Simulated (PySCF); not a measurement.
Vertical excitations of a molecule CH7NOSi2 from TDDFT-LC-ωPBE/def2-SVPD in PySCF, as energy in eV (oscillator strength): 6.51 (0.008), 6.62 (0.002), 7.52 (0.010), 7.77 (0.005), 7.97 (0.003), 8.12 (0.002), 8.31 (0.041), 8.38 (0.007), 8.50 (0.003), 8.59 (0.054). Lowest triplet (TDA): 6.12 eV. Geometry optimised at TPSSh-D3(BJ)/def2-SVP. The values are those of a single conformer.

Identify the compound among the candidates.
A. O[SiH2]/C=N/[SiH3]
B. C1N[SiH2]O[SiH2]1
C. CN1[SiH2]O[SiH2]1
D. N[Si@H]1CO[SiH2]1

B, C1N[SiH2]O[SiH2]1
